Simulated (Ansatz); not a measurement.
`C#CB(C)C` + HCl → `CB(C)Cl` + `C#C` at 400 K and 1 bar (ligand exchange at a B–C bond).

Gas-phase electronic energies from Ansatz, PBE0-D4/def2-TZVP geometries. CCSD(T)/CBS adds triple-zeta CCSD(T) − MP2 to the extrapolated MP2 energy (def2 sets, frozen cores). This one scheme is used for every species.

```csv
species,CCSD(T)/CBS energy (Eh),H − E (kJ/mol),S (J/(mol·K))
`C#CB(C)C`,-181.17974,285.1,370.7
HCl,-460.38127,29.6,195.4
`CB(C)Cl`,-564.35192,233.6,349.1
`C#C`,-77.22717,85.5,213.8
```

H − E and S are ideal-gas, rigid-rotor, harmonic terms from PBE0-D4/def2-TZVP, for one conformer and one mirror image of each species. 1 Eh = 2625.50 kJ/mol, R = 8.31446 J/(mol·K).

By hand: ΔE, ΔH, ΔS and ΔG.

ΔE = (-564.35192) + (-77.22717) − (-181.17974) − (-460.38127) = -0.01808 Eh = -47.5 kJ/mol. Δ(H − E) = 233.6 + 85.5 − 285.1 − 29.6 = 4.4, so ΔH = -43.1 kJ/mol. ΔS = 349.1 + 213.8 − 370.7 − 195.4 = -3.2 J/(mol·K). ΔG = -43.1 − 400 × (-3.2)/1000 = -41.8 kJ/mol.

By hand: the equilibrium constant, and the temperature at which ΔG would vanish if ΔH and ΔS stayed fixed.

log₁₀ K = −ΔG/(RT ln 10) = 5.5. ΔG = 0 at ΔH/ΔS = 13469 K, far beyond where these terms or the molecules hold.

The number of gas molecules stays the same, so ΔS is small and ΔH decides. A doubt of 5 kJ/mol in ΔE shifts log₁₀ K by 0.7 here. Other conformers and mirror images would add mixing entropy, several J/(mol·K) or more a flexible species. Modes under 60 cm⁻¹, often nearly free rotors, make the harmonic entropy too high. These are equilibria of isolated gas molecules and say nothing of rates. Largest T1 diagnostic: 0.013 (customary marks: 0.02 for closed shells, 0.045 for open ones).
